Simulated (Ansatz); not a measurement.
`BCN=C` and `C=N[CH2][GeH3]` differ in one atom or group.

Ansatz, PBE0-D4/def2-TZVP geometries, multiplicity 1. Each molecule was computed in one conformer, which needn't be the lowest.

Scalar relativity is left out up to krypton.

```csv
property,`BCN=C`
HOMO–LUMO gap (PBE/def2-TZVPP) / eV,3.44
LUMO energy (PBE0/def2-TZVPP) / eV,-1.42
LUMO energy (B3LYP/def2-TZVPP) / eV,-1.68
HOMO–LUMO gap (PBE0/def2-TZVPP) / eV,5.97
size of the dipole moment (B3LYP/def2-TZVPP) / D,1.58
HOMO–LUMO gap (ωB97M-V/def2-TZVPP) / eV,10.29
```

(1) Give the same properties after the change, and the shifts. (Best estimate.)

## Answers

(1) The calculation gave: 
```csv
property,`C=N[CH2][GeH3]`,shift
HOMO–LUMO gap (PBE/def2-TZVPP) / eV,4.39,0.95
LUMO energy (PBE0/def2-TZVPP) / eV,-0.49,0.93
LUMO energy (B3LYP/def2-TZVPP) / eV,-0.76,0.92
HOMO–LUMO gap (PBE0/def2-TZVPP) / eV,6.97,1.00
size of the dipole moment (B3LYP/def2-TZVPP) / D,1.43,-0.15
HOMO–LUMO gap (ωB97M-V/def2-TZVPP) / eV,11.50,1.21
```

With PBE0 the HOMO falls by 0.07 eV and the LUMO rises by 0.93 eV, so the gap widens by about 1.00 eV. PBE moves the HOMO by -0.04 eV and ωB97M-V by -0.05 eV. Dipoles are sizes alone; their direction can turn.

B3LYP here is the variant with VWN-RPA as its local correlation; programs differ in this.
